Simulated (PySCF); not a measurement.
Gas-phase reaction: TaCl₅ + NH → TaCl₃NH + 2 Cl

Method: PySCF energies plus ideal-gas RRHO corrections (1 bar). † marks an energy on the PBE0/def2-TZVP geometry and frequencies; other levels use their own. MP2 freezes the core. Open shells (unrestricted): NH (multiplicity 3), Cl (multiplicity 2, electronic degeneracy 6); the rest are closed-shell singlets. Spin-orbit splitting is ignored; it lowers the true energy and changes the entropy of Cl. B3LYP is the form with VWN-RPA correlation. Ta: scalar-relativistic def2 core potential, no spin-orbit coupling. TaCl₃NH: computed as isolated molecules; such fragments, hydroxides, amides, oligomers or adducts are transient or little studied in the gas. MP2 isn't extrapolated to the basis-set limit; its ΔH°(298 K) is 106.5 kJ in def2-SVP and 141.0 kJ in def2-TZVPP. The harmonic model lacks anharmonicity and excited electronic states, which grow with temperature; levels with a mode under 35 cm⁻¹ are left out. Soft modes under 120 cm⁻¹ make the harmonic entropy rough for TaCl₅, TaCl₃NH.

```tsv
level	ΔE electronic, kJ	ΔH°(298 K), kJ	ΔS°(298 K), J/K	ΔG°(600 K), kJ
B3LYP/def2-TZVP†	132	141	117	71
HF/def2-TZVP†	151	159	117	90
M06-2X/def2-TZVP†	149	157	117	88
MP2/def2-SVP†	98	107	117	37
PBE/def2-SVP	163	171	117	102
PBE0/def2-SVP†	160	169	117	99
r2SCAN/def2-TZVP†	187	195	117	126
LDA/def2-TZVP†	196	205	117	135
ωB97M-V/def2-TZVP†	161	170	117	100
```
ΔH° is lowest at MP2/def2-SVP† and highest at LDA/def2-TZVP†. No reference value is set beside these.
